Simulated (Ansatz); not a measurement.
Born–Oppenheimer molecular dynamics of a periodic cell of 13 atoms, Ir₁₂Cl (surface Ir(111), adsorbate Cl). It goes on from the last frame of an earlier run, with new velocities.

Theory: DFT PBE-D3(BJ), scalar-relativistic, plane waves, PAW in Ansatz. Settings: cutoff 420 eV, k mesh 3x3x1, fermi-dirac smearing 0.05 eV, no spin polarisation.

```
ensemble        : NVT, Langevin thermostat
time step       : 2 fs
steps asked     : 300
set temperature : 2400 K
friction        : 0.05 /fs
atoms held      : 1 to 4
seed            : 514433
```

First frame:

```xyz
13
Lattice="5.4306 0.0000 0.0000 2.7153 4.7030 0.0000 0.0000 0.0000 16.4340" Properties=species:S:1:pos:R:3
Ir 1.358 0.784 1.000
Ir 4.073 0.784 1.000
Ir 2.715 3.135 1.000
Ir 5.431 3.135 1.000
Ir -0.129 1.639 3.169
Ir 2.625 1.450 2.959
Ir 1.308 3.860 3.105
Ir 3.933 3.905 2.975
Ir 0.118 0.032 5.310
Ir 2.736 0.028 5.397
Ir 1.460 2.312 5.500
Ir 4.258 2.463 5.366
Cl 4.213 -3.663 7.377
```

Problem. What does the run give?

Solution. All steps were run.

* steps done: 300
* time covered: 600 fs
* mean temperature over the second half: 2414 K
* spread of the potential energy over the second half: 36.9 meV per atom
* mean potential energy of the second half above the start: 74.2 meV per atom

A run of 0.6 ps of so small a system gives no equilibrium averages. Limits of this set-up: coarse k mesh, thin slab, slab without dipole correction, odd electron count without spin.

Problem. What happens to the structure?

Solution. Mean squared displacements from the first frame to the last: Ir 0.04 Å², Cl 1.29 Å². This is one draw of velocities; another would differ in detail.

Problem. How do temperature and energy run in time?

Solution. 
```
time (fs)  T (K)  potential energy less start (eV)
        0   2400                             0.000
       50   1735                             1.100
      100   2475                             0.137
      150   3014                             1.167
      200   2383                             0.425
      250   1296                             1.221
      300   2490                             0.760
      350   2276                             1.700
      400   2256                             0.618
      450   3301                             0.151
      500   1543                             0.840
      550   2530                             0.968
      600   1683                             0.896
```

Time of the run: 19 min on 4 threads of Intel(R) Xeon(R) 6975P-C (Granite Rapids) (shared host), peak memory 1.5 GiB.
